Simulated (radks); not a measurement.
All-electron atom: Tc in [Ar] 3d10 4s2 4p5 4d5 5s2 5p1 (not the ground configuration). All-electron calculation, scalar-relativistic Kohn-Sham, SOGGA, spin-unpolarised, spherical densities, point nucleus. Program: a radial shooting solver on a logarithmic mesh with Libxc functionals. Some entries of the table are withheld. Estimate them.

| orbital | occ. | eigenvalue (eV) | <r> (bohr) |
|---|---|---|---|
| 1s | 2 | -20864.74 | 0.03430 |
| 2s | 2 | -2983.852 | 0.1497 |
| 2p | 6 | -2671.991 | 0.1304 |
| 3s | 2 | -526.0460 | 0.4156 |
| 3p | 6 | -423.6491 | 0.4164 |
| 3d | 10 | -257.7755 | 0.3989 |
| 4s | 2 | -79.7296 | 1.048 |
| 4p | 5 | -51.3449 | (1) |
| 4d | 5 | -11.3053 | 1.580 |
| 5s | 2 | (2) | 3.032 |
| 5p | 1 | -2.4513 | 4.086 |

Answer. 
(1) 4p <r> (bohr): 1.155
(2) 5s eigenvalue (eV): -6.8924
